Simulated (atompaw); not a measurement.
## Mn: one change to a PAW (atompaw) potential, before and after

Mn (Z = 25), PAW, made with atompaw 4.2.0.5 (LDA (PW92), scalar-relativistic). Core [Ne] 3s2, reference 3p6 3d5 4s2 4p0. Waves: 4s (bound): rc 2.20 bohr; 4s channel at 0.6 Ry: rc 2.20 bohr; 3p (bound): rc 1.40 bohr; 4p (bound, empty): rc 2.20 bohr; 3d (bound): rc 2.20 bohr; 3d channel at 3.1 Ry: rc 1.95 bohr. Local part: troulliermartins scheme with l = 3 at 1 Ry, radius 2.00 bohr. Core correction: smooth core density matched at 1.30 bohr. Augmentation charge: besselshape compensation charge, radius 1.90 bohr; PAW radius 2.20 bohr; waves and projectors: custom polynom2 7 10 vanderbiltortho.

Change: all radii scaled by about 1.17 (s 2.56, p 1.64, d 2.56 bohr); local potential troulliermartins scheme with l = 3 at 1 Ry, radius 2.32 bohr; augmentation besselshape compensation charge, radius 2.22 bohr; PAW radius 2.56 bohr; waves and projectors: custom polynom2 7 10 vanderbiltortho; core correction smooth core density matched at 1.52 bohr.

Cutoffs: the cutoffs (Ry, on a coarse ladder) from which the occupation-weighted sum of valence levels, in a spherical-Bessel basis at the reference potential, stays within 10 and 1 mRy of its value at 400 Ry; they do not see the model core or the augmentation charge, which bear on the density cutoff.

Question: What does the change do?

Answer: The potential gets softer (100 Ry and 300 Ry → 30 Ry and 120 Ry); the bound ghost in s disappears. A larger radius leaves more room for a smooth pseudo-wave, so fewer plane waves are needed.

```tsv
quantity	base	changed
cutoff, loose	100 Ry	30 Ry
cutoff, tight	300 Ry	120 Ry
loose cutoff by channel (10 mRy a level)	s 6 Ry, p 25 Ry, d 15 Ry	s 6 Ry, p 21 Ry, d 15 Ry
bound ghosts	s	none
lowest overlap eigenvalue by channel	s 0.17, p 0.64, d 1.00	s 0.81, p 0.66, d 1.00
```

 A true bound ghost makes a file unfit for plane-wave use even where its test errors are small: the radial tests pick states by their node count and pass the ghost by. The cutoffs see the waves, projectors and local potential, not the compensation charge or the core.
